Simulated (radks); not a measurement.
Results of a calculation; reference values are marked as such.
Tb+, configuration [Kr] 4d10 4f9 5s2 5p(1/2: 2, 3/2: 3) 6s2 (not the ground configuration). Level of theory: Dirac Kohn-Sham, PBE, spin-unpolarised, spherical densities, point nucleus; open shells fill j = l - 1/2 first (a radial shooting solver on a logarithmic mesh with Libxc functionals).

Unscreened Slater integrals over Kohn-Sham orbitals (cm^-1). Large and small components are both included.

\begin{tabular}{lr}
integral & value \\ \hline
F0(6s1/2,6s1/2) & 56031 \\
F0(6s1/2,4f7/2) & 72603 \\
G3(6s1/2,4f7/2) & 3015.4 \\
F0(6s1/2,4f5/2) & 72684 \\
G3(6s1/2,4f5/2) & 2926.9 \\
F0(6s1/2,5p3/2) & 69078 \\
G1(6s1/2,5p3/2) & 5961.3 \\
F0(4f7/2,4f7/2) & 233510 \\
F2(4f7/2,4f7/2) & 107770 \\
F4(4f7/2,4f7/2) & 67003 \\
F6(4f7/2,4f7/2) & 48034 \\
F0(4f7/2,4f5/2) & 235390 \\
F2(4f7/2,4f5/2) & 108750 \\
F4(4f7/2,4f5/2) & 67634 \\
G2(4f7/2,4f5/2) & 108510 \\
G4(4f7/2,4f5/2) & 67491 \\
G6(4f7/2,4f5/2) & 48391 \\
F0(4f7/2,5p3/2) & 150040 \\
F2(4f7/2,5p3/2) & 52214 \\
G2(4f7/2,5p3/2) & 28806 \\
G4(4f7/2,5p3/2) & 21832 \\
F0(4f5/2,4f5/2) & 237310 \\
F2(4f5/2,4f5/2) & 109760 \\
F4(4f5/2,4f5/2) & 68287 \\
F0(4f5/2,5p3/2) & 150560 \\
F2(4f5/2,5p3/2) & 51841 \\
G2(4f5/2,5p3/2) & 28132 \\
G4(4f5/2,5p3/2) & 21403 \\
F0(5p3/2,5p3/2) & 125970 \\
F2(5p3/2,5p3/2) & 67798 \\
\end{tabular}
